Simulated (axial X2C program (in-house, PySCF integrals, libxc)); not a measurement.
# Spin–orbit effects along a row: molecules with Tc, PBE0

Computed with an in-house relativistic program for diatomic molecules, spin-free (one-electron X2C) or two-component (2c: spin–orbit coupling with atomic mean-field Coulomb and Gaunt terms, which also bring small scalar terms), in Dyall basis sets with cores contracted in-house; open shells are unrestricted.

Basis sets: B dyall-v3z, Be dyall-cv3z, C dyall-v3z, F dyall-av3z, Li dyall-cv3z, O dyall-av3z, Tc dyall-cv3z.

```
molecule   spin-free state  Re (Å)  ωe (cm⁻¹)  De (eV)  2c state  Re 2c (Å)  ωe 2c (cm⁻¹)  De 2c (eV)
    LiTc    M_S = 2, Λ = 0   2.610      338.6     1.16     Ω = 3      2.565         344.7        1.19
    BeTc  M_S = 5/2, Λ = 1   2.269      450.5     1.28   Ω = 7/2      2.269         449.0        1.31
     TcB    M_S = 1, Λ = 0   1.743      859.4     4.16     Ω = 1      1.742         858.8        4.16
     TcC  M_S = 3/2, Λ = 0   1.636     1059.1     6.14   Ω = 3/2      1.636        1058.7        6.14
     TcO  M_S = 5/2, Λ = 0   1.712      928.1     5.43   Ω = 5/2      1.712         927.0        5.43
     TcF    M_S = 3, Λ = 0   1.967      558.4     4.82     Ω = 3      1.967         558.3        4.82
```

Each entry is the lowest single determinant of a limited PBE0 search at one distance. De goes to single-determinant-based atoms at the same level (for ions the charge split of lowest energy) and is withheld (n/a) where an atom does not fit its ground term or J level. Main or longest-lived isotopes. One determinant is a doubtful description, or other states lie close, for LiTc, BeTc, TcB, TcC, TcO, TcF; these need not be ground states, and all values refer to the states named. Some open-shell Ω = 0 determinants are out of reach, so the Ω given for LiTc, TcB, TcF need not be the lowest component. With several unpaired electrons the Ω given is that of one determinant, not necessarily of the lowest component. Some light 2c atoms are not at their ground J level, so De misses part of their lowering (0.04 eV or less). The functionals have no current term, which raises determinants with orbital currents. The lowest determinant changes configuration between the Hamiltonians for LiTc, so two states are compared there.
